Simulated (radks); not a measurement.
Polarisability of the silicon ion Si+, [Ne] 3s2 3p1, at imaginary frequency. Calculated with a radial shooting solver on a logarithmic mesh with Libxc functionals: non-relativistic Kohn-Sham, LB94 model potential, spin-unpolarised, spherical densities, point nucleus. Response by self-consistent Sternheimer equations with the Hartree and adiabatic LDA kernel.

w (hartree),alpha1(iw) (bohr^3)
0.00266,18.06
0.0143,18.04
0.0360,17.89
0.0697,17.43
0.118,16.36
0.186,14.39
0.280,11.48
0.413,8.126
0.605,5.092
0.892,2.870
1.35,1.489
2.12,0.7244
3.59,0.3316
6.94,0.1299
17.5,0.02982

Static values: alpha1 = 18.07 bohr^3 (2.677 angstrom^3; uncoupled 29.87). C6 = 92.21, triple-dipole C9 = 1231 atomic units. One-pole (London) frequency 4 C6 / (3 alpha1^2) = 0.377 hartree, against 0.589 for minus the highest occupied eigenvalue.
